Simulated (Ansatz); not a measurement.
Calculation: B3LYP-D3(BJ)/def2-TZVP (Ansatz, a first-principles code). No frequencies were computed at this level.

Ansatz 0.2 input:
```yaml
crystal:
  periodic: [false, false, false]
  atoms:
    - { symbol: C, position_ang: [-0.780032, 0.993182, 0.126224] }
    - { symbol: C, position_ang: [0.497624, 1.042387, 0.525926] }
    - { symbol: Si, position_ang: [1.213924, -0.670453, 0.120245] }
    - { symbol: Si, position_ang: [-1.015973, -0.75633, -0.577354] }
    - { symbol: H, position_ang: [-1.474996, 1.818289, 0.217058] }
    - { symbol: H, position_ang: [0.957469, 1.911967, 0.978031] }
    - { symbol: H, position_ang: [1.697854, -1.398247, 1.301028] }
    - { symbol: H, position_ang: [2.33447, -0.627576, -0.828786] }
    - { symbol: H, position_ang: [-2.033474, -1.541941, 0.133722] }
    - { symbol: H, position_ang: [-1.396866, -0.771277, -1.996093] }
basis:
  gaussian: { orbitals: def2-tzvp }
hamiltonian:
  xc: b3lyp
  dispersion: d3bj
relax:
  max_steps: 150
```

Output:

```
Functional definition: B3LYP
1146 factors; their error is unknown
mean field evaluation 1: about -17920.2378 eV, gradient 5.6e1 eV
mean field evaluation 2: about -17907.2523 eV, gradient 8.5e1 eV
mean field evaluation 4: about -17928.1512 eV, gradient 2.1e0 eV
mean field evaluation 8: about -17928.2107 eV, gradient 4.7e-2 eV
mean field evaluation 16: about -17928.2107 eV, gradient 6.7e-6 eV
mean field -17928.21069508 eV, -658.8495908666 hartree, gradient 6.7e-6 eV, S^2 0.000000; 0 other end points of the search recorded, 0 dependent functions left out
reference -17928.21098424 eV, -658.8496014929 hartree; 23, 23 occupied and 149, 149 virtual orbitals, 1146 factors
relax step   1: F+E_penalty+E_count = -17928.66273248 eV  Δ(F+E_penalty+E_count) = +0.000e0 eV  max|allowed force component| = 5.780e-1 eV/Å  Δτ_max = 0.0000 Å  (27 SCF iters, accepted)
these checks for a lower state are left out or cut short: starts, cluster_reference, orbital_swaps, neighbouring_geometries, increment
1146 factors; their error is unknown
mean field -17928.24478145 eV, -658.8508435174 hartree, gradient 2.2e-5 eV, S^2 0.000000; 0 other end points of the search recorded, 0 dependent functions left out
reference -17928.24507108 eV, -658.8508541611 hartree; 23, 23 occupied and 149, 149 virtual orbitals, 1146 factors
relax step   2: F+E_penalty+E_count = -17928.69654682 eV  Δ(F+E_penalty+E_count) = -3.381e-2 eV  max|allowed force component| = 2.356e-1 eV/Å  Δτ_max = 0.0688 Å  (29 SCF iters, accepted)
these checks for a lower state are left out or cut short: starts, cluster_reference, orbital_swaps, neighbouring_geometries, increment
1146 factors; their error is unknown
mean field -17928.24869294 eV, -658.8509872620 hartree, gradient 2.1e-5 eV, S^2 0.000000; 0 other end points of the search recorded, 0 dependent functions left out
reference -17928.24898262 eV, -658.8509979076 hartree; 23, 23 occupied and 149, 149 virtual orbitals, 1146 factors
relax step   3: F+E_penalty+E_count = -17928.70022642 eV  Δ(F+E_penalty+E_count) = -3.680e-3 eV  max|allowed force component| = 8.837e-2 eV/Å  Δτ_max = 0.0175 Å  (30 SCF iters, accepted)
these checks for a lower state are left out or cut short: starts, cluster_reference, orbital_swaps, neighbouring_geometries, increment
1146 factors; their error is unknown
mean field evaluation 32: about -17928.2047 eV, gradient 3.6e-4 eV
mean field -17928.24903542 eV, -658.8509998480 hartree, gradient 2.3e-5 eV, S^2 0.000000; 0 other end points of the search recorded, 0 dependent functions left out
reference -17928.24932503 eV, -658.8510104909 hartree; 23, 23 occupied and 149, 149 virtual orbitals, 1146 factors
relax step   4: F+E_penalty+E_count = -17928.70069427 eV  Δ(F+E_penalty+E_count) = -4.678e-4 eV  max|allowed force component| = 1.261e-2 eV/Å  Δτ_max = 0.0044 Å  (30 SCF iters, accepted)
these checks for a lower state are left out or cut short: starts, cluster_reference, orbital_swaps, neighbouring_geometries, increment
1146 factors; their error is unknown
mean field -17928.24907398 eV, -658.8510012649 hartree, gradient 9.2e-6 eV, S^2 0.000000; 0 other end points of the search recorded, 0 dependent functions left out
reference -17928.24936356 eV, -658.8510119068 hartree; 23, 23 occupied and 149, 149 virtual orbitals, 1146 factors
relax step   5: F+E_penalty+E_count = -17928.70071449 eV  Δ(F+E_penalty+E_count) = -2.022e-5 eV  max|allowed force component| = 7.830e-3 eV/Å  Δτ_max = 0.0018 Å  (31 SCF iters, accepted)
1146 factors; their error is unknown
mean field evaluation 64: about -17928.2491 eV, gradient 5.7e-4 eV
mean field -17928.24907398 eV, -658.8510012649 hartree, gradient 2.5e-5 eV, S^2 0.000000; 1 other end points of the search recorded, 0 dependent functions left out
reference -17928.24936356 eV, -658.8510119068 hartree; 23, 23 occupied and 149, 149 virtual orbitals, 1146 factors
Total energy: -17928.70100407 eV, -658.8676093895 hartree
Atom 0 at    -0.786661     1.004165     0.128254 Å, force    -0.004879    -0.007830    -0.004683 eV/Å
Atom 1 at     0.501147     1.053781     0.531064 Å, force     0.007016    -0.007603    -0.000258 eV/Å
Atom 2 at     1.211975    -0.645969     0.128527 Å, force    -0.000618     0.005204     0.001552 eV/Å
Atom 3 at    -1.020805    -0.731953    -0.569982 Å, force    -0.000811     0.005114     0.001751 eV/Å
Atom 4 at    -1.473032     1.842078     0.226282 Å, force    -0.002161     0.003733     0.000816 eV/Å
Atom 5 at     0.948958     1.935367     0.983927 Å, force     0.001099     0.003924     0.001635 eV/Å
Atom 6 at     1.663178    -1.436441     1.301592 Å, force     0.000088    -0.000922     0.000784 eV/Å
Atom 7 at     2.311920    -0.651122    -0.868773 Å, force     0.000645    -0.000330    -0.001007 eV/Å
Atom 8 at    -2.002707    -1.577631     0.154732 Å, force    -0.000462    -0.000993     0.000583 eV/Å
Atom 9 at    -1.353972    -0.792274    -2.015622 Å, force     0.000082    -0.000297    -0.001173 eV/Å
Dipole moment:    -0.015089     0.108764     0.034846 e Å
```

Cost: very roughly 40 core-seconds.
